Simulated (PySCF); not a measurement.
Worked example: oscillator strength and radiative lifetime

SbHBr2, SMILES [Br][SbH][Br].

Geometry: PBE0-D3(BJ)/def2-SVP. The structure was generated by enumeration; whether it is a known compound was not checked. The def2 effective core potentials stand for the cores of Sb; spin–orbit coupling is left out.

TDDFT-PBE0/def2-SVPD run with PySCF puts the first singlet state with f over 0.02 at 4.20 eV (vertical), with the transition dipole (-0.133, 0.459, 0.000) in atomic units.

### Question
Find the oscillator strength, the wavelength and the radiative lifetime that this transition would have in vacuum if emission retraced absorption.

### Answer

|μ|² = 0.2284 au, so |μ| = 1.21 D. ΔE = 4.20/27.211 = 0.1543 hartree. f = (2/3) ΔE |μ|² = 0.023 (the program prints 0.024).
λ = 1239.84/4.20 = 295 nm; ν = 33875 cm⁻¹.
Einstein's coefficient A = 0.6670 ν² f s⁻¹ (ν in cm⁻¹) = 1.8e7 s⁻¹, so τ = 1/A = 56 ns. This state is S1. The figure is the radiative limit of this one transition; relaxation, internal conversion, crossing to triplets and a medium change what is measured.
